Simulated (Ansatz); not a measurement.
Species: C4H4NS (charge 0, doublet). It need not be the lowest isomer of its formula. 
Geometry from a B3LYP-D3(BJ)/def2-TZVP (Ansatz, a quantum-chemistry and plane-wave program) optimisation:
```xyz
10

N     -2.1823    -0.6517    -0.4154
C     -0.8978    -0.3249    -0.1783
C     -0.5549     1.0535     0.0532
S      1.1109     1.0618     0.3066
C      1.3578    -0.6811     0.1169
C      0.1730    -1.2840    -0.1411
H     -2.8638     0.0899    -0.4220
H     -2.4790    -1.5975    -0.5835
H      2.3257    -1.1529     0.2020
H      0.0509    -2.3474    -0.2981
```
Charge 0, spin multiplicity 2.

Parts of the frozen-core correlation energy in cc-pV(Q+d)Z (Ansatz, hartree). Frozen orbitals: 10; correlated occupied orbitals by spin: 16 and 15; virtual: 433 and 434. UHF or UKS for open shells. No spin-orbit coupling. Non-relativistic.

| term | value |
|---|---|
| reference (HF) | -605.78922 |
| MP2 opposite-spin | -0.78263 |
| MP2 same-spin | … |
| CCSD correlation | … |
| (T) | … |
| T1 diagnostic | 0.030 |
| largest doubles amplitude | 0.055 |
| <S^2> of the reference | 0.855 |

Problem. Some entries are withheld; supply them.

Solution. 
- MP2 same-spin, value: -0.25906
- CCSD correlation, value: -1.06952
- (T), value: -0.06059
